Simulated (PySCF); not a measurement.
Computed spin Hamiltonian

Species: C5H6F3O (doublet state).
SMILES with atom numbers: `[F:1][C:2]([F:3])[C@@H:4]([F:5])[C@H:6]1[CH2:7][CH2:8][O:9]1` (hydrogens: H10 on C4; H11 on C6; H12, H13 on C7; H14, H15 on C8)

Cartesian coordinates in Å at the GFN2-xTB level; atoms count from 1:
```xyz
15
C5H6F3O angstrom
F      1.5419   -2.0404   -0.7405
C      2.0154   -0.9095   -0.1961
F      2.5244   -0.1392   -1.1641
C      1.1525   -0.2715    0.8338
F      1.9286    0.4529    1.7057
C      0.1006    0.6914    0.2131
C     -0.8673    0.0652   -0.7955
C     -1.9369    0.3860    0.2535
O     -0.9549    0.9688    1.1167
H      0.6526   -1.0512    1.4224
H      0.6284    1.5980   -0.1013
H     -0.7188   -0.9927   -0.9936
H     -0.9574    0.6056   -1.7333
H     -2.6893    1.1202   -0.0416
H     -2.4241   -0.4754    0.7168
```

The hyperfine couplings belong to this conformer and change with its torsions.

Level of theory: UKS B3LYP, pcH-1 on C F H O, non-relativistic, mean-field spin-orbit, GIAO in PySCF 2.14.0. Isolated species at its GFN2-xTB geometry (one conformer only). Couplings are sensitive to structure, and on GFN2-xTB geometries they can be far from those on DFT ones. Stability of the SCF solution: not tested.

| Item | Value |
| --- | --- |
| g1, g2, g3 | 2.00189, 2.00436, 2.00486 |
| g_iso | 2.00371 |
| Form of g | rhombic: the two nearest values differ by 17 % of g3 − g1 |
| ⟨S²⟩ | 0.7526 (exact 0.7500) |
| Total energy | -568.81067 Eh |

Hyperfine couplings atom by atom, in MHz; T1 to T3 are the principal values of the dipolar part:

```tsv
atom	isotope	a_iso	T1	T2	T3	Mulliken spin population
F1	19F	200.9	-227.4	-200.1	427.5	0.06
C2	13C	374.7	-79.5	-79.2	158.8	0.84
F3	19F	233.4	-231.5	-207.0	438.4	0.06
C4	13C	-6.3	-7.6	-6.4	14.0	-0.02
F5	19F	84.5	-18.8	-17.0	35.8	0.01
C6	13C	33.8	-4.6	-4.2	8.7	0.04
C7	13C	-0.9	-0.5	-0.2	0.7	0.00
C8	13C	-0.2	-0.4	-0.2	0.6	0.00
O9	17O	-5.4	-7.4	3.4	4.0	0.02
H10	1H	1.1	-6.7	-5.0	11.7	0.00
H11	1H	5.0	-3.5	-1.0	4.5	0.00
H12	1H	0.9	-2.8	-2.2	5.0	0.00
H13	1H	0.6	-1.5	-1.1	2.5	0.00
H14	1H	1.4	-0.7	-0.5	1.2	0.00
H15	1H	0.1	-1.0	-0.6	1.6	0.00
```

Largest spin populations (Mulliken): C2 (+0.84) and F3 (+0.06). No atom but C2 exceeds +0.15. The angles at C2 add up to 343.3°, so it is pyramidal.

Axes: g2 points within 12° of the C2–F3 bond.

Under fast tumbling the dipolar parts average out, and these isotropic splittings remain: 2 × 19F (F1/F3, I = 1/2, 3 lines) with 7.74 mT, 1 × 19F (F5, I = 1/2, 2 lines) with 3.01 mT, 1 × 1H (H11, I = 1/2, 2 lines) with 0.18 mT, 1 × 1H (H14, I = 1/2, 2 lines) with 0.05 mT, 1 × 1H (H10, I = 1/2, 2 lines) with 0.04 mT and 1 × 1H (H12, I = 1/2, 2 lines) with 0.03 mT.

Means are taken over nuclei equivalent by connectivity, which assumes that they swap fast. The 19F value of +217.2 MHz is a mean of couplings from 200.9 to 233.4 MHz in this one geometry, not an average over conformers.

The 17O coupling of O9 (-5.4 MHz) shows only in satellite lines or after enrichment, since that isotope makes up about 0.038 % of natural oxygen.

The 13C coupling of C2 (374.7 MHz) shows only in satellite lines or after enrichment, since that isotope makes up about 1.07 % of natural carbon.

The spin density at the nucleus, in bohr⁻³, is negative for C4 (-0.0056), for instance. A restricted open-shell determinant has no negative spin density anywhere; here it arises because α and β orbitals differ (spin polarisation).
